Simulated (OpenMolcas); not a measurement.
Ce2+.

```json
{
 "Program": "OpenMolcas",
 "Basis": "ANO-RCC-VQZP [9s8p6d4f3g2h]",
 "Scalar Hamiltonian": "DKH2, point nucleus",
 "Active space": "8 electrons in 10 orbitals (RAS1 5p, at most 2 holes; RAS2 4f)",
 "State averaging": "2S+1 = 3 even, 21 roots; 2S+1 = 1 even, 27 roots",
 "Spin-orbit coupling": "state interaction with AMFI integrals over the reference wave functions, term energies averaged over their components"
}
```

Two sets of levels on these reference wave functions, in cm⁻¹ above 4f² ³H₄: one from RASSCF and one from SS-RASPT2, IPEA 0.25 Eh, imaginary shift 0.1 Eh (closed shells correlated: 5s).

```tsv
Level	Set 1	Set 2
4f² ³H₄	0.0	0.0
4f² ³H₅	1950	1638
4f² ³H₆	3690	3400
4f² ³F₂	4400	5030
4f² ³F₃	5580	6090
4f² ¹D₂	11860	17580
4f² ¹I₆	15940	21990
4f² ³P₀	21000	22690
4f² ³P₁	21300	22980
4f² ³P₂	22050	23840
```

Problem. Which set is which?

Solution. Set 1 is SS-RASPT2. Its levels of the other terms of 4f² lie at 0.67 to 0.93 of the other set's values, as expected, since terms of lower spin or lower L gain more correlation energy than the Hund ground term. Against 7 measured levels (Martin, Zalubas and Hagan, Atomic Energy Levels: The Rare-Earth Elements, NSRDS-NBS 60 (1978)) the mean absolute deviation is 1400 cm-1 with it and 2700 cm-1 without; single levels miss by up to 4800 cm-1 with it.

CASPT2 breaks the degeneracy within a term, and the mean is taken; among the terms shown or strongly mixed into the levels shown the widest spread is 1100 cm-1 (4f² ¹I, SS-RASPT2). High states are left out of the spin-orbit mixing, which shifts the levels that they would mix with. Active for correlation alone: 5p; no level in the range computed is led by a configuration that opens it, so any true level of that kind is missing. Without dynamic correlation excited terms often stand tens of per cent too high (terms of higher spin than the ground term too low), and those without a measured partner can miss by more than the paired ones (holds for RASSCF). Some levels mix across a computed gap that differs much from the measured one, so their mixing is not that of the real levels (holds for RASSCF). The CASPT2 spread within a term exceeds the gap to the next term for 4f² ³H and 4f² ¹G, so the order of their levels is uncertain, and so are names and mixing where such terms share a J (holds for SS-RASPT2). Some terms miss by over 15 % even with CASPT2, which points to a basis or an active space too small for the shells correlated (holds for SS-RASPT2). Computed and measured levels are paired by configuration, term and J; levels that our copy of the source lacks, or whose pairing is in doubt (as where it misses far off the trend of its configuration), stay unpaired and out of the deviations. Only configurations of the active space appear. The table leaves out levels that lie high or whose names do not pair safely across all columns.
